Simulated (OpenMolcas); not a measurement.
## Pr4+: effect of the metal basis and ligand basis

Pr4+ with 6 ligands (fluoride) in octahedral coordination (Oh) at 2.16 Å. A charge of +0.333 e stands 2.4 Å behind each ligand.

```yaml
Program: OpenMolcas 26.06
Method: "SS-CASPT2, IPEA 0.25 Eh, imaginary shift 0.1 Eh (closed shells correlated: 5s 5p and the ligand valence shells)"
Spin-orbit_coupling: state interaction with AMFI integrals over the reference wave functions
```

Fixed: active space 1 electron in 7 orbitals (4f), DKH2 Hamiltonian.

States (labels of O, the rotations of Oh). Energies in cm-1 above the lowest state or level, χT in cm3 K/mol.

| Run | Metal basis | Ligand basis | Ground state | First state of that spin | First gap with spin-orbit (degeneracies) | Width of lowest J | χT at 300 K | Cost |
| --- | --- | --- | --- | --- | --- | --- | --- | --- |
| A | ANO-RCC-VDZP | ANO-RCC-VDZP | 2A2 | 2T2 830 | 1460 (2, 4) | 1462 | 0.303 | roughly 28 core-seconds |
| B | ANO-RCC-VTZP | ANO-RCC-VTZP | 2A2 | 2T2 940 | 1540 (2, 4) | 1537 | 0.290 | roughly 3 core-minutes |

Against A, the width of the lowest J multiplet changes by +5.1 % in B.

Costs are those of the CASPT2 steps.

Roots that are degenerate in the reference are averaged as groups; the widest CASPT2 spread within a group is 170 cm-1 (the 3-fold group of multiplicity 2 near 3130 cm-1 above the lowest state of its run, A). Shifts and gaps below about the spread of the groups concerned are not significant. Over all roots computed the reference weight is 0.71 in A, 0.70 in B; a low but even weight reflects the number of correlated electrons. Splittings of an f shell from a small cluster at a set distance can be off by tens of per cent, mostly too small. No measured value stands beside these numbers; the geometry is a model, was not optimised and need not be the one that this ion takes.
